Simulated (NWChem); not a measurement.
System meant: C2H7BO2; SMILES COBOC

NWChem input:

```
start job
memory heap 200 mb stack 900 mb global 1100 mb
geometry units angstroms noautoz
  B     -0.784231    -0.005736     0.005257
  H     -1.927446    -0.430932     0.005598
  O      0.299041    -0.839719     0.007397
  C      0.159655    -2.247303    -0.004310
  H     -0.907073    -2.560424    -0.006275
  H      0.653504    -2.665805    -0.906730
  H      0.654950    -2.680187     0.890483
  O     -0.615821     1.344533    -0.002507
  C      0.670817     1.947633    -0.002061
  H      1.467130     1.235239    -0.300413
  H      0.661212     2.804682    -0.705895
  H      0.905475     2.336381     1.011872
end
basis spherical
  B library def2-svp
  H library def2-svp
  O library def2-svp
  C library def2-svp
end
dft
  odft
  mult 2
  xc xpbe96 cpbe96
  iterations 150
  mulliken
end
task dft energy
```

End of the output:

```
 ==============================================================================
                                 internuclear angles
 ------------------------------------------------------------------------------
        center 1       |       center 2       |       center 3       |  degrees
 ------------------------------------------------------------------------------
    2 H                |   1 B                |   3 O                |   122.01
    2 H                |   1 B                |   8 O                |   117.51
    3 O                |   1 B                |   8 O                |   120.48
    1 B                |   3 O                |   4 C                |   121.93
    3 O                |   4 C                |   5 H                |   112.01
    3 O                |   4 C                |   6 H                |   109.75
    3 O                |   4 C                |   7 H                |   109.71
    5 H                |   4 C                |   6 H                |   108.61
    5 H                |   4 C                |   7 H                |   108.64
    6 H                |   4 C                |   7 H                |   108.03
    1 B                |   8 O                |   9 C                |   122.22
    8 O                |   9 C                |  10 H                |   112.17
    8 O                |   9 C                |  11 H                |   108.66
    8 O                |   9 C                |  12 H                |   109.88
   10 H                |   9 C                |  11 H                |   109.38
   10 H                |   9 C                |  12 H                |   108.58
   11 H                |   9 C                |  12 H                |   108.10
 ------------------------------------------------------------------------------
                            number of included internuclear angles:         17
 ==============================================================================

 Summary of "ao basis" -> "" (spherical)
 ------------------------------------------------------------------------------
       Tag                 Description            Shells   Functions and Types
 ---------------- ------------------------------  ------  ---------------------
 B                          def2-svp                 6       14   3s2p1d
 H                          def2-svp                 3        5   2s1p
 O                          def2-svp                 6       14   3s2p1d
 C                          def2-svp                 6       14   3s2p1d

  pbe96 is a nonlocal functional; adding pw91lda local functional.

                                 NWChem DFT Module
                                 -----------------

 Summary of "ao basis" -> "ao basis" (spherical)
 ------------------------------------------------------------------------------
       Tag                 Description            Shells   Functions and Types
 ---------------- ------------------------------  ------  ---------------------
 B                          def2-svp                 6       14   3s2p1d
 H                          def2-svp                 3        5   2s1p
 O                          def2-svp                 6       14   3s2p1d
 C                          def2-svp                 6       14   3s2p1d

  number of electrons :                   40
  multiplicity        :                    2
 ------------------------------------------------------------------------
  no. of electrons and multiplicity not compatible                  40
 ------------------------------------------------------------------------
 ------------------------------------------------------------------------
  current input line :
    30: task dft energy
 ------------------------------------------------------------------------
 ------------------------------------------------------------------------
 There is an error in the input file
 ------------------------------------------------------------------------
 For more information see the NWChem manual at https://nwchemgit.github.io

0: no. of electrons and multiplicity not compatible:Received an Error in Communication
```

Q: What is wrong, and how is it mended?

A: The input was rejected before any calculation. Cause: the multiplicity doesn't fit the number of electrons (an even count wants an odd multiplicity, and the reverse). This input runs:
```
start job
memory heap 200 mb stack 900 mb global 1100 mb
geometry units angstroms noautoz
  B     -0.784231    -0.005736     0.005257
  H     -1.927446    -0.430932     0.005598
  O      0.299041    -0.839719     0.007397
  C      0.159655    -2.247303    -0.004310
  H     -0.907073    -2.560424    -0.006275
  H      0.653504    -2.665805    -0.906730
  H      0.654950    -2.680187     0.890483
  O     -0.615821     1.344533    -0.002507
  C      0.670817     1.947633    -0.002061
  H      1.467130     1.235239    -0.300413
  H      0.661212     2.804682    -0.705895
  H      0.905475     2.336381     1.011872
end
basis spherical
  B library def2-svp
  H library def2-svp
  O library def2-svp
  C library def2-svp
end
dft
  xc xpbe96 cpbe96
  iterations 150
  mulliken
end
task dft energy
```
It converges to -255.28758 Ha (PBE/def2-SVP).
